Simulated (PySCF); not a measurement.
All values are calculated (PySCF): shielding tensors at PBE0/pcSseg-1 (GIAO), GFN2-xTB geometry. Relativity neglected, averaged over atoms made equivalent by symmetry, fast rotation or ring inversion, single conformer, no solvent.

Referencing at the same level of theory: $^{1}$H, $^{13}$C against TMS. Acid and N–H amide carbonyl carbons lie up to 10 ppm further downfield in solution (hydrogen bonding). Shifts are as computed. Against solution values, carbons near 30 ppm lie about +3 ppm off and those near 130 ppm about +5 ppm. Of 1211 compounds with measured shifts, 218 miss one by over three times the rms of a fit or turn the order of signals round; such compounds aren't used in these exercises. OH and NH positions are gas-phase values without hydrogen bonding to other molecules.

(1) Order these molecules by the shift of their most deshielded carbon-bound hydrogen, lowest δ first.
A. CCO/C([SiH3])=C\CF
B. CC#Cc1ccc(O)o1
C. O=COc1ccc[n+]([O-])c1
D. CC(=O)NC1=C(C[SiH3])C[SiH2]1

(2) Order these molecules by the shift of their most shielded carbon-bound hydrogen, lowest δ first.
A. CC#Cc1ccc(O)o1
B. O=COc1ccc[n+]([O-])c1
C. CCO/C([SiH3])=C\CF
D. CC(=O)NC1=C(C[SiH3])C[SiH2]1

(3) How many $^{13}$C and $^{1}$H signals does each give (equivalence by symmetry and fast rotation, but not about amide C–N or C=N bonds)? `CC(=O)NC1=C(C[SiH3])C[SiH2]1`, `CC#Cc1ccc(O)o1`, `CCO/C([SiH3])=C\CF`, `O=COc1ccc[n+]([O-])c1`

## Answers

(1) D (1.99 ppm, hydrogen on a methyl carbon α to a carbonyl), A (5.63 ppm, hydrogen on a β carbon of an enol-ether or enamine type C=C), B (6.78 ppm, hydrogen on an aromatic CH), C (8.62 ppm, hydrogen on an aromatic CH).

(2) C (1.37 ppm, hydrogen on a methyl carbon), D (1.88 ppm, hydrogen on an allylic sp3 CH2 bonded to Si), A (2.28 ppm, hydrogen on a propargylic methyl carbon), B (7.39 ppm, hydrogen on an aromatic CH).

(3) CC(=O)NC1=C(C[SiH3])C[SiH2]1: 6 C, 6 H; CC#Cc1ccc(O)o1: 7 C, 4 H; CCO/C([SiH3])=C\CF: 5 C, 5 H; O=COc1ccc[n+]([O-])c1: 6 C, 5 H.
